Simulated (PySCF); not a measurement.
A PySCF script (with the pyscf-properties extension) for the NMR shieldings of SMILES C[S@@](=O)[C@@H]1CC(=O)O1, C₄H₆O₃S, on a GFN2-xTB geometry:

```python
import basis_set_exchange as bse
import numpy as np
from pyscf import gto, dft
from pyscf.prop import nmr

atoms = """
C    -2.259577   -0.062411   -0.203582
S    -0.929083   -0.523984    0.978376
O    -0.984530   -1.975470    1.119755
C     0.444711   -0.241510   -0.277323
C     1.838675   -0.122939    0.342265
C     1.724480    1.314273   -0.130994
O     2.379875    2.299147   -0.088675
O     0.491597    1.126926   -0.692190
H    -3.191761   -0.010233    0.349089
H    -2.016776    0.905535   -0.626097
H    -2.329089   -0.824793   -0.971723
H     0.311489   -0.934836   -1.108956
H     1.888748   -0.253584    1.420997
H     2.630562   -0.696594   -0.133108
"""
names = dict.fromkeys(["C", "S", "O", "H"], "pcSseg-1")
basis = {el: gto.basis.parse(bse.get_basis(n, elements=[el], fmt="nwchem")) for el, n in names.items()}
mol = gto.M(atom=atoms, basis=basis, charge=0, verbose=0)
mf = dft.RKS(mol, xc="PBE0")
mf.grids.level = 2
mf.grids.alignment = dft.numint.BLKSIZE   # the property module wants whole blocks of grid points
mf.conv_tol = 1e-9
mf.kernel()

calc = nmr.RKS(mf)   # GIAO
C = mf.mo_coeff
Co = C[:, mf.mo_occ > 0]
resp = mf.gen_response(singlet=True, hermi=2)
def vind(x):   # induced exchange potential for any number of trial vectors
    d = np.einsum("pi,xij,qj->xpq", C, 2 * x.reshape(-1, C.shape[1], Co.shape[1]), Co, optimize=True)
    return np.einsum("xpq,pi,qj->xij", resp(d - d.transpose(0, 2, 1)), C, Co, optimize=True).ravel()
mo1, _ = nmr.rhf.solve_mo1(calc, with_cphf=vind)
sigma = calc.kernel(mo1)
for i, s in enumerate(sigma):   # ppm
    print("%2d %-2s %9.2f" % (i, mol.atom_pure_symbol(i), np.trace(s) / 3))
```

Question: What are the results?

Answer: 
```
 0 C     143.13
 1 S     153.11
 2 O     281.16
 3 C      96.64
 4 C     140.59
 5 C      17.43
 6 O    -111.96
 7 O      31.88
 8 H      28.81
 9 H      29.17
10 H      29.28
11 H      27.18
12 H      28.08
13 H      27.81
```

These numbers come from an equivalent density-fitted implementation of the same equations, which agrees with the script to about 0.01 ppm for H and up to a few tenths of a ppm for heavy atoms, so last digits may differ.

Question: Turn these shieldings into chemical shifts. Referencing at the same level of theory: $^{13}$C (σref 186.93) and $^{1}$H (σref 31.72) against TMS; $^{33}$S (σref 503.73) vs CS2; $^{17}$O (σref 336.08) against H2O.

Answer: Averaging equivalent atoms: C 5: 169.5; C 3: 90.3; C 4: 46.3; C 0: 43.8; S 1: 351; O 6: 448.0; O 7: 304.2; O 2: 54.9; H 11: 4.54; H 13: 3.91; H 12: 3.63; H 8/9/10: 2.63 ppm. Unscaled 17O shifts of doubly bonded oxygen tend to come out too high, by tens of ppm or more. Experimental scales use liquid or dissolved standards, which lie at an offset from isolated H2O (liquid H2O: subtract about 36 ppm).

Size and cost of the density-fitted run: 173 basis functions, 21 s wall time on 1 thread of an Arm Neoverse V1, shared host; peak memory 0.83 GiB.
